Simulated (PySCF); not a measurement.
C3H9B3O3, charge +1, doublet, geometry from GFN2-xTB (a state made from the parent by changing its charge; the spin is typed, not shown lowest); PySCF with DF-PBE/6-31G*.

The PySCF input:
```python
from pyscf import gto, scf, dft

mol = gto.Mole()
mol.atom = '''
    C    -1.86921833   -2.30973507   -0.20001952
    B    -0.89781226   -1.07389565   -0.09636603
    O     0.46707948   -1.27383094    0.04116915
    B     1.29249091   -0.22209950    0.13036239
    C     2.88350992   -0.49012124    0.28816344
    O     0.86577880    1.05123225    0.09371161
    B    -0.48969592    1.30369220   -0.04280953
    C    -0.99428482    2.80118990   -0.08592043
    O    -1.27447429    0.21916510   -0.12860370
    H    -1.35306759   -3.26268703   -0.15703666
    H    -2.42127881   -2.25763040   -1.13753568
    H    -2.59061526   -2.27087706    0.61520608
    H     3.22032040   -1.01336254   -0.60324959
    H     3.03259602   -1.12420064    1.15805345
    H     3.40374293    0.45452431    0.40072714
    H    -1.70188331    2.96037468    0.72651878
    H    -0.18888059    3.52145244    0.00580456
    H    -1.51295973    2.97338817   -1.02797967
'''
mol.basis = '6-31g*'
mol.charge = 1
mol.spin = 1
mol.verbose = 4
mol.build()

mf = dft.UKS(mol)
mf.xc = 'pbe'
mf = mf.density_fit(auxbasis='def2-universal-jkfit')
mf.kernel()
```

### Question
What does PySCF print? Leave out banner, timings and long lists.

### Answer

```
PySCF version 2.14.0

[INPUT] verbose = 4
[INPUT] num. atoms = 18
[INPUT] num. electrons = 65
[INPUT] charge = 1
[INPUT] spin (= nelec alpha-beta = 2S) = 1
[INPUT] symmetry False subgroup None
[INPUT] Mole.unit = angstrom
[INPUT] Symbol           X                Y                Z      unit          X                Y                Z       unit  Magmom
[INPUT]  1 C     -1.869218330000  -2.309735070000  -0.200019520000 AA   -3.532310710717  -4.364766702603  -0.377982112367 Bohr   0.0
[INPUT]  2 B     -0.897812260000  -1.073895650000  -0.096366030000 AA   -1.696619282677  -2.029368664862  -0.182105404412 Bohr   0.0
[INPUT]  3 O      0.467079480000  -1.273830940000   0.041169150000 AA    0.882652295604  -2.407191605597   0.077798418281 Bohr   0.0
[INPUT]  4 B      1.292490910000  -0.222099500000   0.130362390000 AA    2.442453838390  -0.419707227403   0.246349214044 Bohr   0.0
[INPUT]  5 C      2.883509920000  -0.490121240000   0.288163440000 AA    5.449044026267  -0.926194911432   0.544549980713 Bohr   0.0
[INPUT]  6 O      0.865778800000   1.051232250000   0.093711610000 AA    1.636084816455   1.986541045810   0.177089277592 Bohr   0.0
[INPUT]  7 B     -0.489695920000   1.303692200000  -0.042809530000 AA   -0.925391173117   2.463621208732  -0.080898287221 Bohr   0.0
[INPUT]  8 C     -0.994284820000   2.801189900000  -0.085920430000 AA   -1.878925999612   5.293481733898  -0.162366081205 Bohr   0.0
[INPUT]  9 O     -1.274474290000   0.219165100000  -0.128603700000 AA   -2.408407360900   0.414162015063  -0.243025771606 Bohr   0.0
[INPUT] 10 H     -1.353067590000  -3.262687030000  -0.157036660000 AA   -2.556927173125  -6.165584916871  -0.296756278916 Bohr   0.0
[INPUT] 11 H     -2.421278810000  -2.257630400000  -1.137535680000 AA   -4.575553822113  -4.266303146492  -2.149630892121 Bohr   0.0
[INPUT] 12 H     -2.590615260000  -2.270877060000   0.615206080000 AA   -4.895553335519  -4.291335705958   1.162571001367 Bohr   0.0
[INPUT] 13 H      3.220320400000  -1.013362540000  -0.603249590000 AA    6.085523589350  -1.914977665494  -1.139976509856 Bohr   0.0
[INPUT] 14 H      3.032596020000  -1.124200640000   1.158053450000 AA    5.730775924246  -2.124431318661   2.188403858108 Bohr   0.0
[INPUT] 15 H      3.403742930000   0.454524310000   0.400727140000 AA    6.432141936125   0.858926462857   0.757264545280 Bohr   0.0
[INPUT] 16 H     -1.701883310000   2.960374680000   0.726518780000 AA   -3.216093351868   5.594297371297   1.372921518553 Bohr   0.0
[INPUT] 17 H     -0.188880590000   3.521452440000   0.005804560000 AA   -0.356932585346   6.654580672281   0.010969028674 Bohr   0.0
[INPUT] 18 H     -1.512959730000   2.973388170000  -1.027979670000 AA   -2.859079527196   5.618889303322  -1.942600037921 Bohr   0.0

nuclear repulsion = 416.988807612472
number of shells = 72
number of NR pGTOs = 279
number of NR cGTOs = 144
basis = 6-31g*
ecp = {}

******** <class 'pyscf.df.df_jk.DFUKS'> ********
method = DFUKS
initial guess = minao
damping factor = 0
level_shift factor = 0
DIIS = <class 'pyscf.scf.diis.CDIIS'>
diis_start_cycle = 1
diis_space = 8
diis_damp = 0
SCF conv_tol = 1e-09
SCF conv_tol_grad = None
SCF max_cycles = 50
direct_scf = False
number electrons alpha = 33  beta = 32
XC library pyscf.dft.libxc version 7.1.2
    S. Lehtola, C. Steigemann, M. J. T. Oliveira, and M. A. L. Marques,  SoftwareX 7, 1–5 (2018)
XC functionals = pbe
    J. P. Perdew, K. Burke, and M. Ernzerhof,  Phys. Rev. Lett. 77, 3865 (1996)
    J. P. Perdew, K. Burke, and M. Ernzerhof,  Phys. Rev. Lett. 78, 1396 (1997)
    J. P. Perdew, K. Burke, and M. Ernzerhof,  Phys. Rev. Lett. 77, 3865 (1996)
    J. P. Perdew, K. Burke, and M. Ernzerhof,  Phys. Rev. Lett. 78, 1396 (1997)
radial grids:
    Treutler-Ahlrichs [JCP 102, 346 (1995); DOI:10.1063/1.469408] (M4) radial grids

becke partition: Becke, JCP 88, 2547 (1988); DOI:10.1063/1.454033
pruning grids: <function nwchem_prune>
grids dens level: 3
symmetrized grids: False
atomic radii adjust function: <function treutler_atomic_radii_adjust>
small_rho_cutoff = 0
Set gradient conv threshold to 3.16228e-05
tot grids = 215016
init E= -420.62163348308

cycle= 1 E= -419.136477720353  delta_E= 1.49  |g|= 0.789  |ddm|= 2.92
cycle= 2 E= -418.3196068151  delta_E= 0.817  |g|= 1.57  |ddm|= 1.62
cycle= 3 E= -419.303179438873  delta_E= -0.984  |g|= 0.404  |ddm|= 1.32
cycle= 4 E= -419.36944810488  delta_E= -0.0663  |g|= 0.183  |ddm|= 0.541
cycle= 5 E= -419.374184699247  delta_E= -0.00474  |g|= 0.162  |ddm|= 0.424
cycle= 6 E= -419.392401518629  delta_E= -0.0182  |g|= 0.0235  |ddm|= 0.211
cycle= 7 E= -419.392024970293  delta_E= 0.000377  |g|= 0.0281  |ddm|= 0.104
cycle= 8 E= -419.392522530444  delta_E= -0.000498  |g|= 0.0154  |ddm|= 0.109
cycle= 9 E= -419.392685339697  delta_E= -0.000163  |g|= 0.00401  |ddm|= 0.0379
cycle= 10 E= -419.392694370947  delta_E= -9.03e-06  |g|= 0.00222  |ddm|= 0.00503
cycle= 11 E= -419.392696436454  delta_E= -2.07e-06  |g|= 0.00109  |ddm|= 0.0037
cycle= 12 E= -419.392697313872  delta_E= -8.77e-07  |g|= 0.000126  |ddm|= 0.00146
cycle= 13 E= -419.392697317054  delta_E= -3.18e-09  |g|= 8.99e-05  |ddm|= 0.000266
cycle= 14 E= -419.392697323802  delta_E= -6.75e-09  |g|= 1.99e-05  |ddm|= 0.000169
cycle= 15 E= -419.392697323735  delta_E= 6.73e-11  |g|= 2.63e-05  |ddm|= 4.24e-05
Extra cycle  E= -419.392697320822  delta_E= 2.91e-09  |g|= 8.1e-05  |ddm|= 0.000105
converged SCF energy = -419.392697320822  <S^2> = 0.75102011  2S+1 = 2.0010198
```
